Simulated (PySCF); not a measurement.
## Excitation energy of Ba by level of theory

Ba [Xe] 6s2 (1S) → Ba [Xe] 6s1 6p1 (3P), as a difference of total energies. Calculation: PySCF 2.14, in aug-cc-pVDZ-X2C (8s7p5d, 54 functions); the spin-free X2C one-electron Hamiltonian (Gaussian nucleus). Correlated levels: valence: [Xe] frozen. The calculations carry no spin-orbit coupling.

Task: Order these methods by the excitation energy they give, lowest first.
A. SCS-MP2 (valence)
B. MP2 (valence)
C. UHF
D. CCSD (valence)

Result: C (0.803 eV), B (1.180 eV), A (1.282 eV), D (1.351 eV).

Errors of the correlated levels include the incompleteness of this basis and the frozen core.

With two correlated electrons CCSD is exact in that space.

For comparison: 1.622 eV (measured; NIST levels, between the centres of gravity of the two terms).
